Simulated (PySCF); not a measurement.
Geometry:
```json
{"atom": "O1", "x (Å)": "1.264", "y (Å)": "2.295", "z (Å)": "-0.286"}
{"atom": "C2", "x (Å)": "1.269", "y (Å)": "1.121", "z (Å)": "-0.102"}
{"atom": "C3", "x (Å)": "2.254", "y (Å)": "0.022", "z (Å)": "-0.055"}
{"atom": "C4", "x (Å)": "1.305", "y (Å)": "-0.924", "z (Å)": "-0.002"}
{"atom": "C5", "x (Å)": "0.144", "y (Å)": "0.043", "z (Å)": "0.072"}
{"atom": "O6", "x (Å)": "-0.782", "y (Å)": "-0.035", "z (Å)": "-1.020"}
{"atom": "C7", "x (Å)": "-2.058", "y (Å)": "-0.122", "z (Å)": "-0.699"}
{"atom": "F8", "x (Å)": "-2.345", "y (Å)": "-1.202", "z (Å)": "0.058"}
{"atom": "F9", "x (Å)": "-2.515", "y (Å)": "0.925", "z (Å)": "0.008"}
{"atom": "F10", "x (Å)": "-2.793", "y (Å)": "-0.209", "z (Å)": "-1.796"}
{"atom": "H11", "x (Å)": "3.327", "y (Å)": "0.006", "z (Å)": "-0.064"}
{"atom": "H12", "x (Å)": "1.311", "y (Å)": "-1.997", "z (Å)": "-0.022"}
{"atom": "H13", "x (Å)": "-0.385", "y (Å)": "0.078", "z (Å)": "1.027"}
```

Geometry: GFN2-xTB; GIAO shifts from PySCF 2.14.0 with density-fitted response routines, gas phase, non-relativistic, averaged over equivalent atoms.

At PBE0/pcSseg-1 (185 basis functions, 16 s wall time on 1 thread of an AMD EPYC 9R45 96-Core, shared host):
```tsv
atoms	δ (ppm)
O1	587.8
O6	130.6
C2	185.0
C4	174.3
C3	155.2
C7	130.1
C5	92.8
F8/F9/F10	-74.6
H12	8.73
H11	6.64
H13	5.60
```

References, each an isolated molecule treated in the same way: 17O (σ = 336.08 ppm) vs H2O; 13C (σ = 186.93 ppm) and 1H (σ = 31.72 ppm) against TMS; CFCl3 for 19F (σ = 170.95 ppm).

What do these become at HSE06/6-31++G**?

Results:


```json
{"atoms": "O1", "δ at HSE06/6-31++G**": "518.3", "change": "-69.5"}
{"atoms": "O6", "δ at HSE06/6-31++G**": "116.7", "change": "-13.9"}
{"atoms": "C2", "δ at HSE06/6-31++G**": "176.1", "change": "-8.9"}
{"atoms": "C4", "δ at HSE06/6-31++G**": "162.3", "change": "-12.0"}
{"atoms": "C3", "δ at HSE06/6-31++G**": "142.8", "change": "-12.4"}
{"atoms": "C7", "δ at HSE06/6-31++G**": "126.2", "change": "-3.9"}
{"atoms": "C5", "δ at HSE06/6-31++G**": "90.1", "change": "-2.7"}
{"atoms": "F8/F9/F10", "δ at HSE06/6-31++G**": "-67.8", "change": "+6.8"}
{"atoms": "H12", "δ at HSE06/6-31++G**": "8.79", "change": "+0.06"}
{"atoms": "H11", "δ at HSE06/6-31++G**": "6.65", "change": "+0.01"}
{"atoms": "H13", "δ at HSE06/6-31++G**": "5.90", "change": "+0.30"}
```

Shifts are taken against calculated references (same method and geometry level): 17O (σ = 337.68 ppm) against H2O; TMS for 13C (σ = 197.90 ppm), 1H (σ = 31.85 ppm); 19F (σ = 189.68 ppm) vs CFCl3.

The largest change is at O1 (ketone oxygen). Cost: 198 basis functions, 46 s wall time on 1 thread of an AMD EPYC 9R45 96-Core, shared host. The order of the carbon signals is the same at both levels.

Unscaled 19F shifts against computed CFCl3 carry errors that often reach 10 to 50 ppm. Unscaled 17O shifts of doubly bonded oxygen tend to come out too high, by tens of ppm or more. Experimental scales use liquid or dissolved standards, which lie at an offset from isolated H2O (liquid H2O: subtract about 36 ppm).
